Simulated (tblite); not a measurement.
Compound: C8H16N2.
Geometry (GFN2-xTB, Å), atoms numbered from 1 in this order:
```
atom  x, y, z in Å
C1     3.9986    0.6667    0.1725
C2     3.2099   -0.1272   -0.8691
C3     1.8484   -0.5073   -0.3659
C4     1.7597   -1.4694    0.7872
N5     0.8442    0.0130   -0.9337
N6    -0.4151   -0.2630   -0.7836
C7    -1.2717    0.3594   -0.0953
C8    -2.7250    0.0230   -0.2138
C9    -3.2924   -0.3510    1.1564
C10   -3.4823    1.2170   -0.7997
H11    4.9681    0.9518   -0.2289
H12    4.1598    0.0762    1.0710
H13    3.4583    1.5708    0.4437
H14    3.0912    0.4721   -1.7720
H15    3.7637   -1.0342   -1.1254
H16    0.7851   -1.9553    0.7889
H17    2.5395   -2.2244    0.7163
H18    1.8794   -0.9410    1.7334
H19   -1.0065    1.1662    0.5945
H20   -2.8214   -0.8295   -0.8924
H21   -4.3487   -0.5969    1.0738
H22   -2.7681   -1.2113    1.5668
H23   -3.1868    0.4807    1.8507
H24   -4.5362    0.9748   -0.9178
H25   -3.3979    2.0799   -0.1420
H26   -3.0749    1.4816   -1.7725
```

Level: GFN2-xTB in tblite, geometry and Hessian alike; calculated harmonic values, unscaled, isolated species. This tight-binding method is rough: wavenumbers can miss measured ones by several per cent, in bad cases by 10 to 20. One conformer, not necessarily the lowest.

Harmonic wavenumbers (cm⁻¹): 31.9, 42.1, 55.7, 84.9, 87.9, 116.8, 194.8, 199.4, 223.1, 234.5, 274.5, 294.8, 327.6, 374.9, 405.7, 448.3, 492.0, 541.3, 622.0, 810.2, 819.8, 864.2, 896.1, 947.6, 963.1, 980.7, 984.8, 991.9, 1038.5, 1051.2, 1083.7, 1130.5, 1157.5, 1163.2, 1185.8, 1233.4, 1250.2, 1267.6, 1305.6, 1321.5, 1357.0, 1385.9, 1401.2, 1407.3, 1414.9, 1467.7, 1476.3, 1479.5, 1494.9, 1495.8, 1503.6, 1503.7, 1505.6, 1507.2, 1712.7, 1749.5, 2891.3, 2957.0, 2958.9, 2994.3, 3006.6, 3023.8, 3026.1, 3028.2, 3029.3, 3030.3, 3034.1, 3036.3, 3036.8, 3038.9, 3042.3, 3043.0.

A = 3194, B = 496.6, C = 465.3 MHz; mass 140.131 u (most abundant isotopes); point group C1, symmetry number 1.

What is the zero-point energy?

½Σν̃ = 49770 cm⁻¹ = 595.38 kJ/mol.

Give the ideal-gas entropy at 273.15 K and 1 bar in the rigid-rotor, harmonic-oscillator model (classical rotation).

Translation 168.68, rotation 126.33, vibration 173.87: S = 468.9 J/(mol K).

And Cp and H(273.15 K) − H(0)?

Cp = 188.75 J/(mol K), of which vibrations give 155.49 (their classical limit is 72 R = 598.6); H(273.15 K) − H(0) = 32.52 kJ/mol without the zero-point energy, 23.44 from vibrations.

Which modes carry the vibrational entropy at 273.15 K?

31.9 cm⁻¹: 23.15; 42.1 cm⁻¹: 20.85; 55.7 cm⁻¹: 18.54; 84.9 cm⁻¹: 15.07; 87.9 cm⁻¹: 14.79; 116.8 cm⁻¹: 12.48 J/(mol K); the other 66 give 68.97 together.

Blend soft modes into free rotors: weight 1/[1 + (100 cm⁻¹/ν̃)⁴] for the oscillator and the rest for a rotor with moment μB/(μ + B), μ = h/(8π²ν), B = 10⁻⁴⁴ kg m². What vibrational entropy results?

153.62 J/(mol K) in place of 173.87, which changes −T·S at 273.15 K by +5.53 kJ/mol.

What must be added to the electronic energy to get the Gibbs energy at 273.15 K and 1 bar?

ZPE + [H(273.15 K) − H(0)] − T·S = 595.38 + 32.52 − 128.07 = 499.83 kJ/mol.

How do the functions run with temperature in this model?

| T (K) | S (J/(mol K)) | Cp (J/(mol K)) | H − H(0) (kJ/mol) | G − H(0) (kJ/mol) | ln q(vib) |
| --- | --- | --- | --- | --- | --- |
| 100 | 327.6 | 104.4 | 7.00 | -25.76 | 3.52 |
| 200 | 415.9 | 153.8 | 20.02 | -63.16 | 7.75 |
| 300 | 487.2 | 202.4 | 37.77 | -108.39 | 11.60 |
| 500 | 614.5 | 302.2 | 88.48 | -218.79 | 18.73 |
| 800 | 781.8 | 409.3 | 196.48 | -428.93 | 28.71 |
| 1000 | 878.6 | 457.7 | 283.43 | -595.15 | 34.91 |

q(vib) and H(0) count from the zero-point level.

Hindered rotation and anharmonicity are outside this model. Other conformers, if any are populated, would add a mixing term that is left out. The structure is chiral; the term R ln 2 for an equal mix with its mirror image is left out.
